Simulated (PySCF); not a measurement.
**Computed properties of ZnFI, SMILES [F][Zn][I]**

ZnFI, SMILES [F][Zn][I]. The structure is a stationary point at B3LYP-D3(BJ)/def2-TZVP. The def2 effective core potentials stand for the cores of I; spin–orbit coupling is left out. The values are those of a single conformer. All values are computed for the isolated molecule unless a solvent is named; none is compared with measurement here.

**Structure.** The optimised structure has C∞v symmetry. All 4 harmonic modes at B3LYP-D3(BJ)/def2-TZVP (PySCF) are real, so it is a minimum. With heavy atoms numbered as in [Zn:1]([F:2])[I:3], the shortest bond between them is Zn1–F2 at 1.757 Å and the longest Zn1–I3 at 2.411 Å.

**Vibrations.** The strongest infrared lines (harmonic, unscaled, degenerate partners summed) lie at 663 cm⁻¹ (98 km/mol, F 73 %, Zn 27 %), 113 cm⁻¹ (34 km/mol, F 51 %, Zn 45 %), 243 cm⁻¹ (3 km/mol, Zn 42 %, I 40 %, F 18 %). The softest mode is at 113 cm⁻¹ and the zero-point energy is 1.6 kcal/mol.

**Electronic structure.** r2SCAN/def2-TZVPD (PySCF) places the frontier levels at -7.35 and -2.63 eV, a gap of 4.72 eV, and gives a dipole moment of 1.48 D and a mean polarisability of 58.5 bohr³.

**Excitations.** TDA-ωB97X/def2-SVPD (PySCF) has S1 at 5.18 eV (240 nm, f = 0.046, weak); the most intense of the 10 singlets computed lies at 8.05 eV (f = 0.28). Strengths of degenerate partners are summed. T1 (TDA) is at 4.82 eV, 0.36 eV under S1. No vertical singlet excitation falls in the visible range (under 3.1 eV).
